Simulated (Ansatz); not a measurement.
A series at Si: from `O[SiH](O)N[SiH](O)Cl`, ligands are replaced one by one, each step taking up H₂ and setting free H₂O; n counts the steps. Ansatz, PBE0-D4/def2-TZVP geometries. Each molecule was computed in one conformer, which needn't be the lowest.

CBS adds triple-zeta CCSD(T) − MP2 to the MP2 limit, frozen cores; atoms without spin–orbit coupling. 

```json
{"n": "0", "molecule": "`O[SiH](O)N[SiH](O)Cl`", "atomization energy, CCSD(T)/CBS (kJ/mol)": "5031.1"}
{"n": "1", "molecule": "`O[SiH2]N[SiH](O)Cl`", "atomization energy, CCSD(T)/CBS (kJ/mol)": "?"}
{"n": "2", "molecule": "`O[SiH2]N[SiH2]Cl`", "atomization energy, CCSD(T)/CBS (kJ/mol)": "3800.2"}
{"n": "3", "molecule": "`[SiH3]N[SiH2]Cl`", "atomization energy, CCSD(T)/CBS (kJ/mol)": "3193.5"}
```

Task: By hand: fit a straight line y = ȳ + b (n − n̄) to the 3 given rows and predict n = 1.

Result: n̄ = 1.667, ȳ = 4008.27; Σ(n − n̄)(y − ȳ) = -2860.43, Σ(n − n̄)² = 4.667, so b = -612.91 kJ/mol a step. Prediction: 4008.27 + (-612.91) × (-0.667) = 4417.1 kJ/mol.

Task: By hand: compare with the computed value, 4406.0 kJ/mol, and give the steps along the whole series.

Result: The line misses by -11.1 kJ/mol (computed minus predicted). Steps: -625.1, -605.8, -606.7 kJ/mol.

The steps differ by up to 19.3 kJ/mol, small against a whole step but well beyond the method's doubt, so the ligands' effects don't simply add. The miss is 0.6 % of the series' range. The energies themselves are unsure by some kJ/mol a bond, though much of that is common to the series.
